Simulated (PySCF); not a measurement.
Predicted microwave data (PBE0-D3(BJ)/def2-SVP geometry optimisation, gas phase (PySCF)) for one isomer of CH8GeN2:

```
Rotational constants : A = 8114, B = 3184, C = 2533 MHz
Dipole components    : |μa| = 0.69 D, |μb| = 0.53 D, |μc| = 1.06 D
Inertial defect      : -21.50 u·Å²
κ                    : -0.77
```

Task: Which structure is it? (One computed conformer of each.)
A. `[CH3:1][NH:2][GeH2:3][NH2:4]` with C1–N2–Ge3–N4 49°, N2–Ge3–N4–H -155° and 76°
B. `[NH2:1][CH2:2][GeH2:3][NH2:4]` with H–N1–C2–Ge3 180° and 62°, N1–C2–Ge3–N4 -36°, C2–Ge3–N4–H 82° and -155°

Result: A. It is C[NH][GeH2][NH2], an asymmetric top, point group C1. The candidates at the same level (rigid rotor, commonest isotopes):

```tsv
SMILES	A (MHz)	B (MHz)	C (MHz)	μa (D)	μb (D)	μc (D)	Δ (u·Å²)	point group	rotor
C[NH][GeH2][NH2]	8114	3184	2533	0.69	0.53	1.06	-21.50	C1	asymmetric top
N[CH2][GeH2][NH2]	7202	3499	2552	0.12	0.35	0.43	-16.57	C1	asymmetric top
```

`N[CH2][GeH2][NH2]` has A 11 % too low. No structure here is proved a minimum.
